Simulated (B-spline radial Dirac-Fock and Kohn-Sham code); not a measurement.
## K-line shifts caused by a second vacancy in Cr⁴⁺

System: chromium as Cr⁴⁺ in the configuration [Ar] 3d2.

Input file task.json (cfg lists n, l and occupation; rrms is the nuclear radius in fm):

```json
{"items": [{
  "Z": 24,
  "q": 4,
  "cfg": [[1, 0, 2], [2, 0, 2], [2, 1, 6], [3, 0, 2], [3, 1, 6], [3, 2, 2]],
  "A": 52,
  "rrms": 3.6452,
  "do": ["binding", "quiet", "double"]
}]}
```

Run with: `python xray_run.py task.json out`

Level of theory: multi-electron Dirac-Fock with separately optimised hole states, Breit and Lamb-shift corrections added in first order; a B-spline atomic structure program. Each two-hole energy is an average over J within one jj subconfiguration, not an observable level; in light atoms, where LS coupling holds, the j-resolved values are not observed lines, and for a K spectator the Kα1 hypersatellite is nearly forbidden. Correlation energy is missing from these numbers.

Lines without a spectator: Kα2 (K-L2) 5403.4 eV, Kα1 (K-L3) 5411.8 eV, Kβ3 (K-M2) 5950.3 eV, Kβ1 (K-M3) 5951.4 eV. Shifts in eV with one spectator hole (a dash: not computed, or left out as unreliable):

```
spectator hole     Kα2     Kα1    Kβ3    Kβ1
    L2 (2p1/2)  +22.19  +27.25      –  +65.9
    L3 (2p3/2)  +25.67  +24.49  +64.2      –
    M2 (3p1/2)       –   +2.05  +6.74  +8.23
    M3 (3p3/2)   +1.89       –  +7.94  +7.54
```

Question: Where does the K-L3 hypersatellite lie, emitted when both K electrons are missing?

Answer: +251.3 eV from the normal line, at 5663.1 eV. Removing both K electrons costs 12474.5 eV, which is 344.2 eV more than twice the K binding energy. In light atoms the observed hypersatellite is the ¹S₀ → ¹P₁ component, which lies below this average, and the triplet component is nearly forbidden.

With n spectator holes in 2p, averaged over the 2p shell (energies in eV):

```
n    KαLⁿ   step  hypersatellite KαʰLⁿ
0  5409.0      –                5659.7
1  5434.3  +25.4                5686.4
2  5461.0  +26.7                5714.4
3  5489.0  +28.0                5743.7
4  5518.2  +29.2                5774.2
5  5548.7  +30.5                5806.0
```
